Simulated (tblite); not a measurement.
C4H17NSi3.
Numbering: `[CH3:1][CH2:2][CH2:3][CH2:4][N:5]([SiH3:6])[SiH2:7][SiH3:8]` (hydrogens: H9, H10, H11 on C1; H12, H13 on C2; H14, H15 on C3; H16, H17 on C4; H18, H19, H20 on Si6; H21, H22 on Si7; H23, H24, H25 on Si8)

Structure optimised with GFN2-xTB, isolated species.

(1) List the bond lengths, angles and torsions at this level.

Results:

(1) 
```json
{"bond": "C1–C2", "length (pm)": "152.4", "order": "single"}
{"bond": "C2–C3", "length (pm)": "152.6", "order": "single"}
{"bond": "C3–C4", "length (pm)": "152.8", "order": "single"}
{"bond": "C4–N5", "length (pm)": "144.7", "order": "single"}
{"bond": "N5–Si6", "length (pm)": "173.1", "order": "single"}
{"bond": "N5–Si7", "length (pm)": "174.6", "order": "single"}
{"bond": "Si7–Si8", "length (pm)": "231.0", "order": "single"}
{"bond": "C1–H9, C1–H10, C1–H11", "length (pm)": "108.8", "order": "single"}
{"bond": "C2–H12, C2–H13", "length (pm)": "109.3", "order": "single"}
{"bond": "C3–H14, C3–H15", "length (pm)": "109.3", "order": "single"}
{"bond": "C4–H16, C4–H17", "length (pm)": "109.5", "order": "single"}
{"bond": "Si6–H18", "length (pm)": "147.2", "order": "single"}
{"bond": "Si6–H19, Si6–H20", "length (pm)": "146.1", "order": "single"}
{"bond": "Si7–H21, Si7–H22", "length (pm)": "147.0", "order": "single"}
{"bond": "Si8–H23, Si8–H24, Si8–H25", "length (pm)": "146.9", "order": "single"}
```

Bonds in one row agree within 1 pm and their mean is given. Orders are formal, as drawn. A selection of angles:
```json
{"angle": "C2–C1–H9", "degrees": "110.4"}
{"angle": "C2–C1–H10", "degrees": "110.6"}
{"angle": "H9–C1–H10", "degrees": "108.3"}
{"angle": "C1–C2–C3", "degrees": "111.8"}
{"angle": "C1–C2–H12", "degrees": "109.4"}
{"angle": "C3–C2–H12", "degrees": "109.1"}
{"angle": "H12–C2–H13", "degrees": "107.6"}
{"angle": "C2–C3–C4", "degrees": "112.1"}
{"angle": "C2–C3–H14", "degrees": "109.9"}
{"angle": "C4–C3–H14", "degrees": "108.8"}
{"angle": "H14–C3–H15", "degrees": "107.7"}
{"angle": "C3–C4–N5", "degrees": "113.3"}
{"angle": "C3–C4–H16", "degrees": "109.0"}
{"angle": "N5–C4–H16", "degrees": "108.8"}
{"angle": "H16–C4–H17", "degrees": "107.6"}
{"angle": "C4–N5–Si6", "degrees": "117.5"}
{"angle": "C4–N5–Si7", "degrees": "117.2"}
{"angle": "Si6–N5–Si7", "degrees": "122.6"}
{"angle": "N5–Si6–H18", "degrees": "112.7"}
{"angle": "N5–Si6–H19", "degrees": "106.3"}
{"angle": "N5–Si6–H20", "degrees": "106.6"}
{"angle": "H18–Si6–H19", "degrees": "109.4"}
{"angle": "H19–Si6–H20", "degrees": "112.3"}
{"angle": "N5–Si7–Si8", "degrees": "113.7"}
{"angle": "N5–Si7–H21", "degrees": "103.9"}
{"angle": "Si8–Si7–H21", "degrees": "113.5"}
{"angle": "H21–Si7–H22", "degrees": "107.3"}
{"angle": "Si7–Si8–H23", "degrees": "113.5"}
{"angle": "Si7–Si8–H25", "degrees": "112.2"}
{"angle": "H23–Si8–H24", "degrees": "105.0"}
```

Torsions: C1–C2–C3–C4 -178° (antiperiplanar); C2–C3–C4–N5 179° (antiperiplanar); C3–C4–N5–Si6 83° (synclinal); C4–N5–Si7–Si8 85° (synclinal). The mirror-image conformer, all signs reversed, is as good.

Of the pairs four or more bonds apart, Si8···H15 is among the closest relative to their van der Waals radii: 3.03 Å, 92 % of the sum of Bondi's values. Si6 (SiH3 silicon) is tetrahedral (angles from 106.3° to 112.7°). N5 (nitrogen bridging silicon atoms) is almost planar (angles 122.6°, 117.5° and 117.2°, sum 357.3°, 0.16 Å off the plane of its three neighbours). Si7 (SiH2 silicon) is distorted tetrahedral (angles from 103.9° to 113.7°). Si8 (SiH3 silicon) is distorted tetrahedral (angles from 105.0° to 113.9°).

Point group: C1 (no symmetry element, even within 0.4 Å). Its GFN2-xTB frequencies are all real (lowest 28 cm⁻¹). The numbers are those of one conformer. 3 starts were optimised and ended at 0.00, 0.15 and 0.34 kcal/mol (GFN2-xTB); the lowest of these is shown.

The numbers are calculated, not measured.
